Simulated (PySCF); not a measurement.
CCl₃F, SMILES FC(Cl)(Cl)Cl. The structure is a stationary point at PBE-D3(BJ)/def2-SVP.

Computed equilibrium geometry at PBE-D3(BJ)/def2-SVP (PySCF confirms it by a frequency run) as bond lengths and angles, and its point group:
point group C3v.
Atoms: F1 C2 Cl3 Cl4 Cl5. Bonds (Å): F1–C2 1.340, C2–Cl3 1.787, C2–Cl4 1.787, C2–Cl5 1.787. Bond angles (°): F1–C2–Cl3 108.7, F1–C2–Cl4 108.7, F1–C2–Cl5 108.7, Cl3–C2–Cl4 110.2, Cl3–C2–Cl5 110.2, Cl4–C2–Cl5 110.2.
